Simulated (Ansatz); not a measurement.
**Energy profile**

The step: BH₃O₂ ([OH][BH][OH]) + HF → BH₂O₂F ([OH][B]([OH])[F]) + H₂; bonds formed: B1–F6, H2–H5; bonds broken: B1–H2, H5–F6 (atoms numbered as in the saddle structure below).

B1  (0.013, 0.116, 0.110)
H2  (1.077, 0.631, -0.569)
O3  (-1.212, 0.339, -0.453)
O4  (0.232, 0.290, 1.440)
H5  (1.164, -0.372, -0.675)
F6  (0.619, -1.378, -0.430)
H7  (-1.302, 0.039, -1.358)
H8  (-0.590, 0.335, 1.935)
(Å)

Electronic energies by CCSD(T) at an estimated basis limit (MP2 extrapolated from triple and quadruple zeta, plus CCSD(T) − MP2 in triple zeta), on PBE0-D4/def2-TZVP structures; BH$_{4}$O$_{2}$F, closed shell; no counterpoise correction. Computed with Ansatz 0.2.0 (basis: def2-TZVPP and def2-QZVPP); correlated methods freeze the cores. Extrapolation: Hartree–Fock as exp(−7.88 √X), correlation as X^−2.97.

Task: Give the profile in kJ/mol, counted from the separated reactants. (An estimate is asked for; the value comes from the calculation.)

Result: Computed:
```csv
point,kJ/mol
"separated: BH$_{3}$O$_{2}$ (linked as [OH][BH][OH]; B1, H2, O3, O4, H7, H8; singlet) + HF (H5, F6; singlet)",0.0
start structure,-33.4
saddle,130.3
end structure,-116.7
"separated: BH$_{2}$O$_{2}$F (linked as [OH][B]([OH])[F]; B1, O3, O4, F6, H7, H8; singlet) + H$_{2}$ (H2, H5; singlet)",-114.1
```

No T1 diagnostic of these runs exceeds 0.014.

For scale, one of the runs: CCSD(T)/def2-TZVPP, 180 basis functions, launched by `ansatz run in.yaml --threads 2 --pin off --events-out ev --progress --plain --max-ram 4352MiB`. Time: 56 s of wall clock on 2 CPU threads of an Arm Neoverse V1; the host was shared. Peak host memory: 1.9 GiB.
